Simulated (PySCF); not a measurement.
(HGe)4CH26 adamantane, C6H16Ge4.
Geometry (PBE0-D3(BJ)/def2-SVP, Å), atoms numbered from 1 in this order:
```xyz
26
C6H16Ge4 angstrom
Ge     1.423   -1.209    0.667
H      2.537   -2.152    1.190
C      1.566    0.558    1.508
Ge     0.168    1.779    0.872
H      0.304    3.165    1.552
C      0.336    1.948   -1.075
Ge     0.172    0.210   -1.970
H      0.309    0.372   -3.506
C      1.568   -0.981   -1.276
C     -1.578   -0.551   -1.511
Ge    -1.785   -0.777    0.427
H     -3.173   -1.381    0.758
C     -0.349   -1.950    1.068
C     -1.575    0.977    1.281
H      2.556    0.989    1.287
H      1.493    0.452    2.602
H     -0.444    2.629   -1.454
H      1.310    2.400   -1.321
H      1.493   -1.964   -1.769
H      2.559   -0.567   -1.524
H     -1.699   -1.526   -2.010
H     -2.375    0.109   -1.891
H     -0.445   -2.939    0.591
H     -0.452   -2.100    2.154
H     -1.678    0.866    2.373
H     -2.381    1.650    0.947
```

Method used: PBE0-D3(BJ)/def2-SVP geometry optimisation, gas phase (PySCF 2.14.0).

Take the most abundant isotopes and a rigid rotor. The values belong to one conformer.

Question: What are A, B and C (MHz)?

Answer: Ia = 1129.92, Ib = 1130.01, Ic = 1130.74 u·Å²; 505379 MHz·u·Å²/I gives A = 447.3, B = 447.2, C = 446.9 MHz.

Question: What kind of rotor is it?

Answer: A spherical top, as the point group Td requires three equal moments.

The point group Td allows no dipole (computed: 0.00 D), so a rigid rotor has no electric-dipole lines.

Question: Estimate the classical rotational partition function at 10 K, 298.15 K and 500 K.

Answer: Point group Td, symmetry number σ = 12; q = (√π/σ)·√((kT/h)³/(ABC)), k/h = 20836.6 MHz/K: 1490 at 10 K, 242000 at 298.15 K, 525000 at 500 K.

Whether it is a minimum is left open (no frequencies). Zero-point vibration and centrifugal distortion are left out.
